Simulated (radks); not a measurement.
Values are calculated unless marked as measured or tabulated.
Question: Radial electron density D(r) = 4 pi r^2 rho(r) of an atom or ion with 60 electrons. Code: a radial shooting solver on a logarithmic mesh with Libxc functionals. Model: Dirac Kohn-Sham, PBEsol, spin-unpolarised, spherical densities, finite nucleus; Fermi nuclear charge, rms radius of each element as measured or else 0.836 A^(1/3) + 0.57 fm.

r (bohr),D(r) (e/bohr)
0.001546,6.571
0.0018,8.378
0.002112,10.76
0.002458,13.57
0.002862,16.99
0.003359,21.34
0.00391,26.25
0.004552,31.94
0.005299,38.39
0.006219,45.86
0.007239,53.37
0.008428,60.93
0.00989,68.38
0.01151,74.36
0.0134,78.65
0.0156,80.76
0.01831,80.43
0.02132,78.03
0.02482,74.61
0.02912,71.64
0.0339,71.32
0.03947,74.82
0.04595,82.27
0.05392,92.49
0.06277,100.9
0.07308,104.2
0.08576,100.1
0.09984,90.63
0.1162,81.04
0.1353,77.20
0.1588,81.50
0.1848,88.70
0.2152,90.15
0.2525,79.22
0.294,60.05
0.3422,42.37
0.3984,34.59
0.4676,36.75
0.5443,40.52
0.6337,38.77
0.7436,30.48
0.8657,21.16
1.008,14.51
1.173,11.14
1.377,9.297
1.603,7.524
1.866,5.401
2.19,3.323
2.549,1.966
2.968,1.245
3.455,0.9172
4.054,0.7171
4.72,0.5296
5.495,0.3346
6.448,0.1665
7.507,0.06928
8.739,0.02320
10.17,0.006058
11.94,0.001083
13.9,0.0001527

What is the nuclear charge?

Answer: Z = 60. The innermost maximum, from 1s, lies near gamma/Z bohr with gamma = sqrt(1 - (Z/c)^2) = 0.899, here 0.015 bohr (found: 0.0165), and its height grows with Z. The density is that of neutral neodymium in [Xe] 4f3.5 5d0.5 6s2; the configuration itself is not fixed sharply by these data, and Z only to a few units. D(r) has 4 maxima, at r = 0.0165, 0.0731, 0.205, 0.567 bohr, and minima at 0.0321, 0.134, 0.411 bohr, inside which lie 2.02, 11.15, 29.11 electrons.
